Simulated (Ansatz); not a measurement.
Consider the formal exchange of groups at the Si–Ge bond: `S[SiH2][SiH2][GeH3]` + `C=C(O)F` → `[SiH3][SiH2]S` + `O/C(F)=[CH]\[GeH3]`.

Gas-phase electronic energies from Ansatz, PBE0-D4/def2-TZVP geometries. CBS: MP2 limit from def2 TZ/QZ plus the TZ coupled-cluster correction, frozen cores. DFT in def2-TZVPP. For Ge outer-core shells are correlated without core-valence functions, which leaves a few kJ/mol of doubt a bond. Scalar relativity is left out up to krypton. One conformer a species, not always the lowest.

`S[SiH2][SiH2][GeH3]`:

```xyz
12

S     2.710   -0.361   -0.534
Si    0.834   -0.812   -1.470
Si   -0.856   -0.875    0.142
Ge   -0.936    1.228    1.254
H     2.264    0.738    0.100
H     0.497    0.180   -2.527
H     1.056   -2.133   -2.112
H    -0.560   -1.950    1.128
H    -2.180   -1.147   -0.485
H    -1.327    2.337    0.262
H     0.448    1.575    1.832
H    -1.950    1.221    2.409
```

`C=C(O)F`:

Z-matrix (Å, degrees):
```
C
C 1 1.320
H 1 1.078 2 119.7
H 1 1.079 2 119.7 3 180.0
O 2 1.334 1 126.3 3 -179.9
F 2 1.338 1 122.1 3 0.0
H 5 0.963 2 108.9 1 -179.7
```

`[SiH3][SiH2]S`:

Cartesian coordinates in Å:
```
Si 1.250 -0.909 0.134
Si -0.467 0.578 -0.425
S -1.878 0.493 1.186
H 1.880 -0.500 1.417
H 2.281 -0.900 -0.939
H 0.706 -2.285 0.274
H 0.067 1.957 -0.590
H -1.106 0.182 -1.709
H -2.732 1.383 0.652
```

`O/C(F)=[CH]\[GeH3]`:

Z-matrix (Å, degrees):
```
Ge
C 1 1.928
H 1 1.538 2 111.1
H 1 1.538 2 111.1 3 120.8
H 1 1.537 2 107.9 3 -119.6
C 2 1.323 1 122.3 3 -60.5
H 2 1.081 1 121.0 3 119.5
F 6 1.339 2 122.9 1 -180.0
O 6 1.334 2 125.9 1 0.0
H 9 0.963 6 109.3 2 -179.9
```

Is it downhill or uphill in electronic energy at CCSD(T)/CBS, and by how much? (Best estimate.)

The calculation gave: Uphill: ΔE = +7.2 kcal/mol.

What do these levels give: r2SCAN-D4, ωB97X-V, B2PLYP, PBE0, HF/def2-TZVPP, MP2/def2-TZVPP, SCS-MP2/def2-TZVPP, CCSD(T)/def2-TZVPP, HF/def2-QZVPP, SCS-MP2/def2-QZVPP, HF/CBS(def2), MP2/CBS(def2)? (Best estimate.)

The calculation gave: r2SCAN-D4 8.2, ωB97X-V 6.6, B2PLYP 6.4, PBE0 8.6, HF/def2-TZVPP 4.3, MP2/def2-TZVPP 5.5, SCS-MP2/def2-TZVPP 4.8, CCSD(T)/def2-TZVPP 6.3, HF/def2-QZVPP 4.3, SCS-MP2/def2-QZVPP 5.2, HF/CBS(def2) 4.3, MP2/CBS(def2) 6.4 kcal/mol.

Largest T1 diagnostic among the species: 0.012.

In def2-TZVPP, CCSD(T) changes the Hartree–Fock value by +2.0 kcal/mol (the triples alone add +0.2 kcal/mol) and MP2 by +1.2 kcal/mol. The D4 term adds +1.0 kcal/mol with B3LYP and +0.6 kcal/mol with PBE0; it sums over pairs of atoms, weighted by their polarisabilities, and B3LYP, whose exchange is more repulsive, gets the larger term.

B3LYP here is the variant with VWN-RPA as its local correlation; programs differ in this.
